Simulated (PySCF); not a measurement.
Method: PBE-D3(BJ)/def2-TZVP // PBE-D3(BJ)/def2-SVP (PySCF). All species are isolated molecules in the gas phase. One relaxed conformer stands for a flexible species; it need not be the lowest. 

Reference species: [Zn(CH3)(SH)] (neutral, multiplicity 1).

```json
{
  "HOMO–LUMO gap": "4.79 eV",
  "LUMO": "-1.12 eV",
  "charge on the central atom (Mulliken)": "0.30 e"
}
```

Changed species: [Zn(CH3)(OH)] (Y = OH; the reference has Y = SH).

Task: What does the change do to the HOMO–LUMO gap, LUMO and charge on the central atom (Mulliken)?

Result: the HOMO–LUMO gap rises by 0.40 eV, to 5.19 eV; the LUMO drops by 0.05 eV, to -1.17 eV; the charge on the central atom (Mulliken) rises by 0.08 e, to 0.38 e.
